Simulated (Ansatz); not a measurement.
Z-matrix (Å, degrees):
```
C
C 1 1.506
H 1 1.099 2 111.0
H 1 1.094 2 110.8 3 119.0
H 1 1.093 2 112.1 3 -120.1
N 2 1.518 1 116.3 3 69.3
Al 2 1.918 1 126.8 3 138.2
H 2 1.095 1 111.0 3 -61.9
H 6 1.007 2 120.2 1 -62.1
Br 7 2.233 2 166.3 1 72.4
```

The species carries charge 0 and has multiplicity 1.

(1) List the PBE0/def2-TZVPP orbital energies in eV (Ansatz). (An estimate is asked.)

Answers

(1) Computed: Occupied: -13150.37, -1705.28, -1535.81, -1535.78, -1535.77, -1528.34, -390.57, -278.67, -277.73, -239.10, -179.43, -179.30, -179.28, -114.20, -74.28, -74.16, -74.13, -72.93, -72.89, -72.88, -72.78, -72.78, -23.87, -21.77, -20.09, -16.32, -13.85, -11.92, -11.50, -11.05, -10.40, -9.28, -9.16, -8.97, -6.88, -6.64. Lowest empty: -1.25, -0.49, 0.69, 1.64, 2.43, 2.78, 2.86, 3.25.
